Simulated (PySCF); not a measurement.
C⁺ (carbon, charge +1): B2PLYP calculation

Configuration: [He] 2s2 3d1, 2D determinant (an excited configuration). Computed with PySCF 2.14 in aug-cc-pCVTZ-DK, with the spin-free X2C one-electron Hamiltonian (Gaussian nucleus).

| Property | Result |
| --- | --- |
| Total energy, PT2 part included | -36.7606 hartree |
| One-electron energy | -45.5165 hartree |
| Hartree (Coulomb) energy | 13.3359 hartree |
| Exchange-correlation energy | -4.5473 hartree |
| PT2 correlation before scaling by 0.27 | -0.12069 hartree |
| ⟨S²⟩ | 0.7500 |
| ⟨L²⟩ | 6.000 |
| Sum of ⟨r⟩ | 7.064 bohr |
| Sum of ⟨r²⟩ | 20.32 bohr² |
| Traceless quadrupole moment −½Σ⟨3z² − r²⟩ along its main axis | 4.45 e·bohr² |
| Langevin diamagnetic susceptibility | -16.1 ×10⁻⁶ cm³/mol |

```csv
shell,electrons,mean orbital energy (hartree),"rms radius, mean of both spins (bohr)"
1s β,1,-11.76738,0.312
1s α,1,-11.76709,0.312
2s α,1,-1.31803,1.50
2s β,1,-1.31398,1.50
3d α,1,-0.18299,3.96
```

The outer electron is Rydberg-like, and this basis confines it to a smaller radius and binds it less than a complete one would.

The orbital energies are those of the SCF part of the double hybrid.
